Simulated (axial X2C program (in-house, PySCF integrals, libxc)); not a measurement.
**Potential curves of IrH, with spin–orbit coupling**

Calculated with an axial X2C code built on PySCF integrals. Two-component (2c) means X2C with spin–orbit coupling and atomic mean-field two-electron Coulomb and Gaunt terms. Basis: Ir dyall-cv3z [13s14p9d6f4g], H dyall-v3z [6s2p1d] (cores contracted in-house); Gaussian nuclei, density fitting, unrestricted open shells. Masses: Ir 192.963 u, H 1.008 u.

State: Ω = 3 (⟨Sz⟩ = 0.95, ⟨Lz⟩ = 2.05 at HF). Energies in cm⁻¹ from the fragments at the same level (Ir + H). Fits are polynomials in 1 − R0/R over 0.85 to 1.23 times the lowest point R0.

| R (Å) | CCSD(T) | CCSD | PBE0 |
| --- | --- | --- | --- |
| 1.3511 |  |  | -21505 |
| 1.4132 | -21531 | -20967 | -24045 |
| 1.4598 | -22674 | -22110 | -25170 |
| 1.5064 | -23288 | -22725 | -25766 |
| 1.5530 | -23475 | -22912 | -25935 |
| 1.6074 | -23265 | -22702 | -25704 |
| 1.6617 | -22698 | -22134 | -25113 |
| 1.7316 | -21578 | -21011 | -23962 |
| 1.8170 |  |  | -22146 |
| 1.9412 |  |  | -19053 |

Correlated methods: 10 electrons correlated (number of frozen shells: Ir 5 s, 4 p, 2 d, 1 f; H none), 224 virtual spin orbitals or spinors in MP2, 90 natural virtuals in coupled cluster.

One determinant describes the state; a PBE0 search over occupations chose it and may have missed a lower one. De is counted from the lowest determinant-based energies of the atoms at the same level, without counterpoise correction. Density functionals use the spin component along the axis (collinear). Coupled cluster ran in a truncated set of natural virtual spinors; the MP2 energy of the rest was added. (T) has no such correction and the atoms are truncated less, which lowers De at CCSD(T) by a hundredth of an eV or more. Other states lie close and PBE0, whose exact exchange favours high spin, may order them wrongly; the determinant shown need not be the ground state. The nearest other 2c determinant of the search, Ω = 4, lies 0.08 eV up at the distance of the search. The functionals have no current-density term, which raises determinants with orbital currents, atoms included. With several unpaired electrons one determinant need not be a pure state. Coupled cluster ran on the points near the minimum only. MP2 and coupled cluster on one determinant become unreliable at the stretched end.

Problem. Fit the CCSD(T) curve near its minimum: give the equilibrium distance, the harmonic wavenumber and the well depth.

Solution. At CCSD(T), 2c: Re = 1.553 Å, ωe ≈ 2300 cm⁻¹, De = 2.91 eV to Ir + H; Be follows as 6.97 cm⁻¹.

Problem. What are Re, ωe and De at the CCSD level?

Solution. At CCSD, 2c: Re = 1.553 Å, ωe ≈ 2300 cm⁻¹, De = 2.84 eV to Ir + H; Be follows as 6.97 cm⁻¹.

Problem. What are Re, ωe and De at the PBE0 level?

Solution. At PBE0, 2c: Re = 1.551 Å, ωe ≈ 2310 cm⁻¹, De = 3.22 eV to Ir + H; Be follows as 6.99 cm⁻¹.
